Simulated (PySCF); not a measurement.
## Electric field gradients and quadrupole coupling constants

Species: C3F7O3S (charge -1).
Numbering: `[O:1]=[S:2](=[O:3])([O-:4])[C:5]([F:6])([F:7])[C:8]([F:9])([F:10])[C:11]([F:12])([F:13])[F:14]`

Geometry (PBE0-D3(BJ)/def2-SVP, Å), atoms numbered from 1 in this order:
```xyz
14
C3F7O3S angstrom
O      0.7480    2.0443   -0.7884
S      1.6549    0.9786   -0.3332
O      2.8722    0.7955   -1.1309
O      1.8181    0.8595    1.1227
C      0.6725   -0.5512   -0.7495
F      0.2356   -0.4831   -2.0229
F      1.4554   -1.6459   -0.6466
C     -0.5585   -0.8479    0.1318
F     -0.1750   -1.2342    1.3523
F     -1.2151   -1.8896   -0.4385
C     -1.6171    0.2631    0.3112
F     -1.9896    0.7715   -0.8531
F     -2.7017   -0.2973    0.8733
F     -1.2080    1.2205    1.1148
```

Field gradients from the PBE0/pcSseg-1 density (PySCF, non-relativistic), principal values in atomic units, ordered |Vxx| ≤ |Vyy| ≤ |Vzz|:

```csv
atom,Vxx,Vyy,Vzz
O1,-0.4975,-0.9356,1.4332
S2,-0.2642,-0.2923,0.5565
O3,-0.4508,-0.9642,1.4150
O4,-0.5171,-0.9135,1.4306
```

Q: Find the asymmetry η = (Vxx − Vyy)/Vzz and the couplings χ = eQV/h (234.96 MHz × Q in barn × V in au), with Q(17O) = −0.0256 b, Q(33S) = −0.0678 b.

A: 
| atom | environment | nucleus | η | χzz (MHz) | χxx (MHz) | χyy (MHz) |
| --- | --- | --- | --- | --- | --- | --- |
| O1 | oxygen bonded to S | 17O | 0.31 | -8.62 | 2.99 | 5.63 |
| S2 | sulfonyl sulfur | 33S | 0.05 | -8.87 | 4.21 | 4.66 |
| O3 | oxygen bonded to S | 17O | 0.36 | -8.51 | 2.71 | 5.80 |
| O4 | oxygen bonded to S | 17O | 0.28 | -8.61 | 3.11 | 5.49 |

Q: What is Vzz at O3 in SI units (1 au = 9.71736 × 10²¹ V/m²)?

A: 1.4150 au = 13.750 × 10²¹ V/m².

Q: And the gradient at the other heavy atoms, for which no coupling is worked out here?

A: 
| atom | environment | Vzz (au) | η |
| --- | --- | --- | --- |
| C5 | CF2 carbon | -0.500 | 0.72 |
| F6 | fluorine of a CF2 group | 2.960 | 0.07 |
| F7 | fluorine of a CF2 group | 2.961 | 0.07 |
| C8 | CF2 carbon | -0.480 | 0.76 |
| F9 | fluorine of a CF2 group | 3.029 | 0.06 |
| F10 | fluorine of a CF2 group | 2.978 | 0.07 |
| C11 | CF3 carbon | -0.400 | 0.13 |
| F12 | fluorine of a CF3 group | 2.935 | 0.01 |
| F13 | fluorine of a CF3 group | 2.887 | 0.02 |
| F14 | fluorine of a CF3 group | 2.965 | 0.01 |

One conformer (not necessarily the lowest) at the PBE0-D3(BJ)/def2-SVP geometry, without solvent, vibrations or thermal averaging. The pcSseg-1 basis has no diffuse functions, a weakness for an anion. The basis is small and wasn't made for field gradients, so the couplings can be 20 % off.
